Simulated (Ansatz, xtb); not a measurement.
# Al2BCl2H: where a starting geometry ends

The starting geometry of this gas-phase triplet was built from a drawn formula by distance geometry and a force field; its bonds are those of `[Al][AlH][B](Cl)Cl`.

| atom | x (Å) | y (Å) | z (Å) |
| --- | --- | --- | --- |
| Al | 2.0777 | 2.1610 | -1.5182 |
| Al | 1.5602 | 0.9888 | 0.5758 |
| B | -0.1082 | -0.2462 | 0.6793 |
| Cl | -0.4894 | -1.1334 | 2.2598 |
| Cl | -1.1942 | -0.4821 | -0.8193 |
| H | 2.4717 | 1.1837 | 1.8335 |

**Question.** Where would you expect an optimisation with r2SCAN-D4/def2-SVP to take it?

**Answer.** A new bond forms, giving a structure with Cl5 bridging B3 and Al1, given below by its coordinates. Contacts that close: Al1–Cl5 (4.26 → 2.54 Å).

The energy falls by 0.49 eV over 16 steps:

| step | E − E(last) (eV) |
| --- | --- |
| 1 | 0.486 |
| 3 | 0.207 |
| 4 | 0.181 |
| 6 | 0.129 |
| 8 | 0.074 |
| 9 | 0.057 |
| 11 | 0.018 |
| 13 | 0.002 |
| 14 | 0.000 |
| 16 | 0.000 |

Final geometry (Å):

```yaml
atoms:
  - { symbol: Al, position_ang: [0.6463, 1.7916, -1.1407] }
  - { symbol: Al, position_ang: [1.9946, 0.7903, 0.8077] }
  - { symbol: B, position_ang: [0.1651, -0.1888, 0.6385] }
  - { symbol: Cl, position_ang: [-1.0389, -0.6530, 1.8417] }
  - { symbol: Cl, position_ang: [-0.3730, -0.5331, -1.1394] }
  - { symbol: H, position_ang: [2.9237, 1.2647, 2.0032] }
```

From the same start GFN2-xTB ends elsewhere, differing in Al1–B3 (2.10 against 2.71 Å here), B3–Cl5 (4.07 against 1.89 Å here).

No frequencies were run, so the end isn't proven a minimum. Open shells are spin-unrestricted. The triplet needn't be the ground state. Run with Ansatz 0.2.0, 110 s on 1 thread of Intel(R) Xeon(R) 6975P-C (Granite Rapids) (shared host).
